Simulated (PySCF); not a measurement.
Bi(OH)(SiH3)2 (BiH7OSi2), SMILES [OH][Bi]([SiH3])[SiH3].

Geometry optimised at PBE0-D3(BJ)/def2-SVP. The structure was generated by enumeration; whether it is a known compound was not checked. The def2 effective core potentials stand for the cores of Bi; spin–orbit coupling is left out. The values are those of a single conformer.

The numbers are results of B3LYP/def2-TZVP in PySCF, not measurements.

Symmetry labels are those of the subgroup Cs that the program uses (full group Cs).

Computed valence orbital energies around the gap with their symmetry:
```tsv
orbital	symmetry	energy (eV)
HOMO−7	A'	-10.05
HOMO−6	A'	-9.91
HOMO−5	A"	-9.72
HOMO−4	A"	-9.62
HOMO−3	A'	-8.73
HOMO−2	A"	-8.63
HOMO−1	A'	-7.10
HOMO	A"	-7.01
LUMO	A'	-1.87
LUMO+1	A"	-0.89
LUMO+2	A'	-0.84
LUMO+3	A'	0.04
```
